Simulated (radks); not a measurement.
Values are calculated unless marked as measured or tabulated.
Spherical jellium clusters: N electrons in a uniform positive sphere of charge N and radius rs N^(1/3), rs = 4.89 bohr. Level of theory: non-relativistic Kohn-Sham, LDA (Slater exchange, Perdew-Wang correlation), spin-polarised, spherical densities (a radial shooting solver with Libxc functionals). Levels are named by radial order and angular momentum (1s, 1p, 1d, 2s, ...), and open shells are averaged over m.

N = 25, configuration 1s2 1p6 1d10 2s2 1f(up 5, down 0). This is the lowest configuration that the search found. Occupied and some empty levels:

| level | occupation | eigenvalue (eV) | <r> (bohr) |
|---|---|---|---|
| 1s up | 1 | -4.1300 | 9.118 |
| 1s down | 1 | -3.9850 | 8.640 |
| 1p up | 3 | -3.7090 | 10.43 |
| 1p down | 3 | -3.5142 | 10.24 |
| 1d up | 5 | -3.1388 | 11.33 |
| 1d down | 5 | -2.9204 | 11.28 |
| 2s up | 1 | -2.7282 | 8.643 |
| 2s down | 1 | -2.6328 | 8.922 |
| 1f up | 5 | -2.4433 | 12.09 |
| 1f down | 0 | -2.2174 | 12.12 |
| 2p up | 0 | -1.8703 | 10.39 |
| 2p down | 0 | -1.7696 | 10.48 |
| 1g up | 0 | -1.6454 | 12.81 |
| 1g down | 0 | -1.4240 | 12.93 |
| 2d up | 0 | -1.0424 | 12.44 |
| 2d down | 0 | -0.93475 | 12.60 |

Energy (eV): total -46.2593, kinetic 30.854, external -1418.5, Hartree 705.60, exchange-correlation -77.920, background 713.66.

Electron density:

| r (bohr) | n(r) (e/bohr^3) |
|---|---|
| 1.02 | 0.002850 |
| 2.71 | 0.002428 |
| 4.41 | 0.001954 |
| 6.11 | 0.001809 |
| 7.81 | 0.002079 |
| 9.51 | 0.002415 |
| 11.2 | 0.002252 |
| 12.9 | 0.001430 |
| 14.6 | 0.0005709 |
| 16.3 | 0.0001598 |
| 18.0 | 0.00003709 |
| 19.7 | 7.672e-06 |
| 21.4 | 1.501e-06 |
